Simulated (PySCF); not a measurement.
AlH6N3. Atoms are numbered in the order given.

```xyz
10

Al     0.0000     0.0000     0.0000
N     -1.7800     0.0000     0.0000
H     -2.3657    -0.8283     0.0000
H     -2.3657     0.8283     0.0000
N      0.8900     1.5415     0.0000
H      1.9002     1.6346     0.0000
H      0.4655     2.4629     0.0000
N      0.8900    -1.5415     0.0000
H      1.9002    -1.6346     0.0000
H      0.4655    -2.4629     0.0000
```

Geometry: B3LYP-D3(BJ)/def2-SVP. The geometry has at least one imaginary mode, so it is a saddle point at that level. The values are those of a single conformer.

These are PySCF with C-PCM-ωB97X/def2-SVP values and carry that method's errors.

The values are the electrostatic part of the solvation free energy, E(continuum) − E(gas) at the gas-phase geometry, in a cavity of scaled van der Waals radii (PySCF's table); cavitation and dispersion terms are not included. A continuum can't describe solvent molecules that bind to the metal. In vacuum the orbital gap is 11.53 eV. The dipole moment in vacuum is 0.00 D.

Question: Estimate the values in water (ε = 78.36), acetonitrile (ε = 35.69), 2-propanol (ε = 19.26). (An estimate is asked for; the answer gives what the named calculation found.)

Answer: 
```tsv
solvent	ε	ΔG(elec) (kcal/mol)	dipole (D)	gap (eV)
water	78.36	-6.0	0.00	11.61
acetonitrile	35.69	-5.9	0.00	11.61
2-propanol	19.26	-5.7	0.00	11.61
```
